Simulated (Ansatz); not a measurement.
The first iterations of a band of ClGaH₅N (8 atoms, charge 0, multiplicity 1).

These are results of Ansatz 0.2.0, RHF/def2-SVP, not measurements.

| Item | Value |
| --- | --- |
| movable images | 9 |
| climbing image | yes |
| spring | 5.0 eV/Å² |
| optimiser | quadratic models (default) |
| start path | through a guess of the saddle point |
| force threshold | 0.05 eV/Å |
| iteration limit | 60 |
| end points | relaxed |

Initial state:

```xyz
8
Properties=species:S:1:pos:R:3
Ga 0.033 -0.091 0.178
Cl -0.204 0.803 2.206
H 1.476 0.076 -0.424
H -1.292 -0.094 -0.671
N 0.090 -2.132 0.903
H -0.592 -2.732 0.466
H 0.996 -2.559 0.797
H -0.118 -2.088 1.890
```

Final state:

```xyz
8
Properties=species:S:1:pos:R:3
Ga 0.137 -0.551 -0.491
Cl -0.327 -0.048 3.246
H 1.520 0.141 -0.734
H -1.245 -0.078 -1.052
N 0.132 -2.051 0.583
H -0.651 -2.679 0.607
H 0.976 -2.551 0.793
H -0.154 -0.999 2.394
```

| iteration | highest image above the first end (eV) | largest band force component (eV/Å) |
| --- | --- | --- |
| 1 | 4.478 | 7.520 |
| 2 | 3.626 | 2.540 |
| 3 | 2.473 | 2.734 |
| 4 | 2.134 | 4.765 |
| 5 | 2.012 | 2.455 |

Does the band converge within its limit, and where does its top end?

The run converged. It ended after 17 iterations with the highest image 2.027 eV above the first end. A vibrational analysis at the climbing image gives one clearly imaginary mode, 605i cm⁻¹: a first-order saddle point. The orbitals stay closed-shell, which can raise the energy where a bond breaks towards radicals; this wasn't checked here.

The run took 4.7 min on 1 thread of Arm Neoverse V1, on a shared host, peak memory 0.17 GiB.
